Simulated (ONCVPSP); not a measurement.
**Pseudopotential generation for boron: ONCV, LDA (Perdew-Zunger), scalar-relativistic.**

ONCVPSP 4.0.1 input, shortened (lines: element, Z, core and valence counts, functional; n l f; lmax; l rc ep ncon nbas qcut; lloc lpopt rc5 dvloc0; l nproj debl; icmod fcfact rcfact), LDA (Perdew-Zunger), scalar-relativistic:

```
  B 5.00    1    2        3      upf
    1    0    2.00
    2    0    2.00
    2    1    1.00
    2
    0    1.60    0.00    4    6    3.90
    1    2.85    0.00    4    7    4.20
    2    2.80    0.20    4    7    3.40
    0    5    1.60    0.00
    0    0    2.40
    1    2    3.10
    2    2    1.70
    3    4.00    1.15
```

All-electron outer shells of the reference configuration (LDA (Perdew-Zunger), scalar-relativistic, ld1.x):

```csv
shell,level (eV),outermost node (bohr),outermost maximum (bohr)
1s,-178.66,–,0.21
2s,-9.39,0.46,1.52
2p,-3.72,–,1.55
```

(1) Estimate the cutoffs (Ha) at which the residual kinetic energy of the hardest occupied pseudo-wave falls to 1 and 0.1 mHa per electron.

(2) What does a ghost test show?

(3) Which valence shell sets the plane-wave cutoff?

(4) Tests: 2s2 2p0; 2s1 2p0; 2s2 2p0.5; 2s1 2p1. Which has the largest error in its energy relative to the reference configuration, and how large is it?

Answers

(1) 18 Ha and 27 Ha.

(2) No bound ghost flagged; no localised positive-energy state flagged.

(3) 2s: 18 Ha for 1 mHa per electron, against 6 Ha for 2p.

(4) 2s1 2p0, with +291 meV (all-electron minus pseudo) on +33.63 eV.
